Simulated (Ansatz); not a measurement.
Geometry optimisation, RKS PBE-D4/def2-TZVP (Ansatz).

input.yaml

```yaml
crystal:
  periodic: [false, false, false]
  atoms:
    - { symbol: "N", position_ang: [-0.90874, 0.87451, -0.98176] }
    - { symbol: In, position_ang: [0.08594, 0.12787, 0.62998] }
    - { symbol: O, position_ang: [1.43701, -1.13459, 0.02424] }
    - { symbol: H, position_ang: [-0.17746, 1.17704, -1.62166] }
    - { symbol: H, position_ang: [-1.49252, 1.68214, -0.78774] }
    - { symbol: H, position_ang: [-0.03118, 0.50124, 2.28717] }
    - { symbol: H, position_ang: [2.05434, -1.5126, 0.64751] }
basis:
  gaussian: { orbitals: def2-TZVP }
hamiltonian:
  xc: pbe
  dispersion: d4
relax:
  f_tol: 0.015
  max_steps: 40
```

Launched with:

```bash
$ ansatz run input.yaml --threads 2 --pin off --max-ram 3072MiB --backend cpu --events-out ev --progress --plain --runs-dir out
```

Problem. Where does it end, and by what steps?

Solution. The forces met the threshold. After 7 steps the energy has fallen by 0.167 eV; H4 moved furthest, 0.36 Å.

```csv
step,energy less start (eV),largest force component (eV/Å),accepted
0,0.0000,1.186,yes
1,-0.1187,0.701,yes
2,-0.1340,1.007,yes
3,-0.1585,0.360,yes
4,-0.1649,0.121,yes
5,-0.1655,0.118,yes
6,-0.1667,0.024,yes
7,-0.1668,0.007,yes
```

```xyz
7
Properties=species:S:1:pos:R:3
N -0.885 0.935 -0.901
In 0.139 0.202 0.694
O 1.547 -1.038 -0.051
H -0.369 0.910 -1.780
H -1.326 1.847 -0.797
H -0.163 0.357 2.373
H 2.024 -1.497 0.660
```

The run took 9.5 s on 2 threads of Intel(R) Xeon(R) 6975P-C (Granite Rapids), with other jobs on the host, peak memory 0.23 GiB.
